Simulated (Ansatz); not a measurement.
```xyz
11

Al    0.916    0.582    1.372
B     0.726   -0.661   -0.533
C    -0.128   -0.134   -1.626
Ga   -1.272   -0.441    0.134
Cl   -1.194    1.685    1.028
H     0.777   -0.019    2.833
H     2.057    1.605    0.957
H     1.370   -1.665   -0.621
H    -0.546    0.880   -1.620
H    -0.222   -0.601   -2.603
H    -2.483   -1.232    0.680
```

Charge 0, multiplicity 1. The bonds changed during the relaxation, so this is another structure than the one it started from.

List the CAM-B3LYP/def2-TZVPP orbital energies in eV (Ansatz). (An estimate is asked.)

The calculation gave: Occupied: -10140.86, -2764.83, -1526.20, -1252.47, -1109.74, -1109.71, -1109.65, -279.13, -259.60, -198.60, -198.57, -198.51, -185.47, -152.80, -114.22, -106.21, -106.13, -105.98, -74.93, -74.81, -74.75, -26.20, -26.00, -25.95, -25.89, -25.86, -24.80, -21.66, -16.10, -14.78, -13.78, -13.43, -12.02, -11.73, -11.31, -11.02, -9.99, -9.42, -8.49. Lowest empty: -1.53, 0.29, 0.95, 1.15, 1.70, 2.07, 2.48, 2.84.
